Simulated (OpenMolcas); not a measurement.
**Ga2+: CASPT2 settings compared**

| Property | Result |
| --- | --- |
| Program | OpenMolcas |
| Basis | ANO-RCC-VDZ [5s4p1d] |
| Scalar Hamiltonian | DKH4, point nucleus |
| Active space | 1 electron in 8 orbitals (4s 4p 5s 5p) |
| State averaging | 2S+1 = 2 even, 1 root; 2S+1 = 2 odd, 3 roots |
| Spin-orbit coupling | RASSI with atomic mean-field integrals over the reference wave functions, term energies averaged over their components |

Methods on the same reference wave functions:
A. CASSCF
B. SS-CASPT2, IPEA 0.6 Eh, imaginary shift 0.5 Eh (closed shells correlated: 3s 3p 3d)
C. XMS-CASPT2, IPEA 0.1 Eh, sigma2 regulariser 0.05 Eh (closed shells correlated: 3d)
D. XMS-CASPT2, IPEA 0.35 Eh, sigma1 regulariser 0.2 Eh (closed shells correlated: 3d)

Energies in cm-1 above 4s 2S 1/2, the measured ground level; measured values from Shirai, Reader, Kramida and Sugar, J. Phys. Chem. Ref. Data 36, 509 (2007).

```csv
Level,A,B,C,D,Measured
4s 2S 1/2,0.0,0.0,0.0,0.0,0.0
4p 2P* 1/2,64018,64350,64291,64273,65169
4p 2P* 3/2,65716,66048,65989,65971,66888
```

Deviations, from unrounded energies. A percentage is the sum of absolute deviations over the sum of measured energies, with the sign that they share, or ± where signs differ.

| Against measurement | Levels | A | B | C | D |
| --- | --- | --- | --- | --- | --- |
| mean absolute deviation (cm-1) | 2 | 1200 | 830 | 890 | 910 |
| other configurations (%) | 2 | -1.8 | -1.3 | -1.3 | -1.4 |

B lies closest to measurement on these levels and A furthest from it. The largest miss of B in the table is 4p 2P* 3/2, by -840 cm-1. The ranking rests on the paired levels alone, and a cruder setting can come out closer through cancelling errors.

Among B to D the level of the table that moves most is 4p 2P* 1/2, by 77 cm-1 (lowest in D, highest in B).

The lowest spin-free term lies below A's lowest term by 0.011 hartree in B, 0.006 hartree in C, 0.006 hartree in D.

With one active electron outside closed inactive shells, the extra shells (5p 5s) add no correlation to the reference. With one active electron the reference holds no correlation, so core polarisation is missing (holds for A). With one active electron, CASPT2 adds the correlation within the correlated inactive shells and between them and that electron, and leaves the splitting within a term as the reference gives it (holds for B; C; D). Computed and measured levels are paired by configuration, term and J; levels that our copy of the source lacks, or whose pairing is in doubt (as where it misses far off the trend of its configuration), stay unpaired and out of the deviations. Levels of configurations outside the active space are missing.

* marks odd parity.
